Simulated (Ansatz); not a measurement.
Si₄Ni₃. The state is a singlet with charge 0. Geometry r2SCAN-D4/def2-SVP.

```tsv
atom	x (Å)	y (Å)	z (Å)
Ni1	0.3048	0.3533	1.9173
Ni2	-1.7461	-0.2682	-0.8796
Ni3	1.5290	0.7297	-1.2816
Si4	-0.2443	1.1201	-0.0693
Si5	1.6061	-0.6437	0.4661
Si6	-1.6689	-0.2287	1.2743
Si7	0.2193	-1.0624	-1.4271
```

At HF/def2-TZVP the restricted singlet is unstable: a solution with broken spin symmetry lies lower. The restricted singlet is unstable towards broken spin symmetry in Hartree–Fock (as tested in another run); at PBE-D4/def2-SVP, PBE-D4/def2-TZVP, r2SCAN-D4/def2-TZVP, PBE0-D4/def2-SVP this wasn't settled. The order of the spin states hangs on the level: the triplet lies 0.22 eV below the singlet at PBE0-D4/def2-TZVP, but 0.24 eV above it at PBE-D4/def2-TZVP. The triplet is doubtful at PBE0-D4/def2-TZVP (⟨S²⟩ 2.47, where a pure state has 2.00). The structure comes from a short search, and lower isomers may exist.

Problem. Estimate the orbital energies around the gap (eV) in Ansatz with HF/def2-TZVP, PBE-D4/def2-SVP, PBE-D4/def2-TZVP, r2SCAN-D4/def2-TZVP, PBE0-D4/def2-SVP.

Solution. 
```
orbital  HF/def2-TZVP  PBE-D4/def2-SVP  PBE-D4/def2-TZVP  r2SCAN-D4/def2-TZVP  PBE0-D4/def2-SVP
HOMO−13        -13.18            -6.19             -6.58                -6.71             -7.39
HOMO−12        -12.97            -5.95             -6.37                -6.50             -7.19
HOMO−11        -12.76            -5.76             -6.18                -6.34             -7.18
HOMO−10        -12.39            -5.70             -6.17                -6.33             -7.12
 HOMO−9        -12.34            -5.65             -6.10                -6.18             -6.96
 HOMO−8        -11.76            -5.45             -5.92                -6.10             -6.72
 HOMO−7        -11.49            -5.30             -5.79                -5.91             -6.60
 HOMO−6         -9.53            -5.30             -5.79                -5.88             -6.55
 HOMO−5         -8.63            -5.25             -5.75                -5.86             -6.44
 HOMO−4         -8.17            -5.13             -5.58                -5.66             -6.08
 HOMO−3         -7.77            -4.86             -5.30                -5.40             -5.94
 HOMO−2         -7.64            -4.75             -5.19                -5.24             -5.61
 HOMO−1         -7.41            -4.20             -4.57                -4.65             -5.10
   HOMO         -6.94            -4.00             -4.34                -4.42             -4.96
   LUMO         -0.20            -3.59             -3.90                -3.87             -2.90
 LUMO+1          0.12            -3.48             -3.80                -3.76             -2.74
 LUMO+2          0.61            -2.67             -2.91                -2.77             -1.91
 LUMO+3          1.17            -2.35             -2.65                -2.58             -1.60
 LUMO+4          1.53            -1.94             -2.13                -1.85             -1.06
 LUMO+5          1.61            -1.57             -1.83                -1.62             -0.75
```
